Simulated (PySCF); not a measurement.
## Correlation energy of P⁺ (phosphorus, charge +1)

Starting occupation: [Ne] 3s2 3p2, 3p1/2 with m_j = -1/2, +1/2. Calculation: PySCF 2.14, in an uncontracted even-tempered set (22 s from 0.026 bohr⁻², ratio 2.4; 15 p from 0.034 bohr⁻², ratio 2.4; 6 d from 0.53 bohr⁻², ratio 2.6; 5 f from 0.8 bohr⁻², ratio 2.6); X2C-1e with screened-nucleus spin-orbit coupling, Gaussian nucleus. Frozen: 1s2; 12 electrons correlated; the 52 highest virtual spinors left out.

MP2 pair energies summed by pair of shells (mhartree):

```csv
pair,energy,share (%)
2p-2p,-198.20,52.5
2p-2s,-63.22,16.7
3p-3s,-39.24,10.4
2p-3s,-22.75,6.0
3s-3s,-17.75,4.7
2p-3p,-15.61,4.1
2s-2s,-10.15,2.7
3p-3p,-5.32,1.4
2s-3s,-3.07,0.8
2s-3p,-2.51,0.7
```

Total MP2 correlation energy: -377.83 mhartree.

The GHF reference relaxed away from the jj start to a determinant that is no pure jj level (⟨S²⟩ = 2.00, ⟨J²⟩ = 1.94); the energies belong to that determinant.
